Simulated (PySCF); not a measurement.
## Ionisation energy of Mg⁺ by level of theory

Mg⁺ [Ne] 3s1 (2S) → Mg²⁺ [Ne] (1S), as a difference of total energies. Calculation: PySCF 2.14, in aug-cc-pVDZ-DK; scalar relativity by spin-free X2C-1e. The calculations carry no spin-orbit coupling.

| method | ionisation energy (eV) | error (eV) |
| --- | --- | --- |
| UHF | 14.735 | -0.300 |
| LDA | 15.299 | +0.264 |
| PBE | 15.298 | +0.263 |
| PBE0 | 15.210 | +0.175 |
| r2SCAN | 15.008 | -0.027 |
| B3LYP | 15.443 | +0.408 |
| r2SCAN0 | 15.030 | -0.005 |
| LC-wPBE | 15.131 | +0.096 |
| BLYP | 15.389 | +0.354 |

Reference: 15.035 eV (measured; NIST Atomic Spectra Database, ionization energies).
